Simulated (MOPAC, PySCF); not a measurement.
H5NSn, SMILES `[NH2][SnH3]`, neutral singlet in the gas phase. 

Cartesian coordinates (Å):
```xyz
7

N      1.2460     0.1732     0.2998
Sn    -0.7692     0.0061    -0.0311
H      1.7404     0.5979    -0.4763
H      1.6910    -0.7176     0.4889
H     -1.1661    -0.9750    -1.3888
H     -1.3282     1.6008    -0.2849
H     -1.4140    -0.6855     1.3923
```
Charge 0, multiplicity 1.

All levels are single points at this geometry (B3LYP-D3(BJ)/def2-TZVP); Pople sets use spherical d functions. Orbital energies aren't observables, and empty levels follow the basis.

B3LYP/LANL2DZ in PySCF gives HOMO (eV) = -6.52.

### Question
Estimate the HOMO (eV) from each of these levels: B3LYP-D3(BJ)/def2-TZVP in PySCF; M06-2X/def2-TZVP in PySCF; B3LYP/6-311+G** (LANL2DZ on Sn) in PySCF; B3LYP/6-31G* (LANL2DZ on Sn) in PySCF; BP86/6-31G* (LANL2DZ on Sn) in PySCF; SVWN5/6-31G* (LANL2DZ on Sn) in PySCF; PM6 in MOPAC; PM7 in MOPAC.

### Answer

| level | HOMO (eV) |
|---|---|
| B3LYP-D3(BJ)/def2-TZVP in PySCF | -6.94 |
| M06-2X/def2-TZVP in PySCF | -8.58 |
| B3LYP/6-311+G** (LANL2DZ on Sn) in PySCF | -6.93 |
| B3LYP/6-31G* (LANL2DZ on Sn) in PySCF | -6.59 |
| BP86/6-31G* (LANL2DZ on Sn) in PySCF | -5.51 |
| SVWN5/6-31G* (LANL2DZ on Sn) in PySCF | -5.46 |
| PM6 in MOPAC | -9.08 |
| PM7 in MOPAC | -8.85 |
